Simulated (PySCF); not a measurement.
A structure optimised at PBE0-D3(BJ)/def2-SVP, used in a PySCF frequency run:

```
C
O 1 1.2270
C 1 1.4430 2 120.38
H 3 1.0924 1 118.17 2 0.00
H 3 1.0931 4 119.51 1 180.00
C 1 1.5122 2 121.56 3 180.00
H 6 1.0969 1 109.29 2 0.00
H 6 1.1015 7 109.42 1 121.45
H 6 1.1015 7 109.42 8 117.11
```
Charge 0, spin multiplicity 2.

**Question.** Write its SMILES, formula and point group.

**Answer.** [CH2]C(C)=O, C₃H₅O, Cs

**Question.** What are its rotational constants (standard atomic weights)?

**Answer.** 10.956, 9.0917, 5.1283 GHz
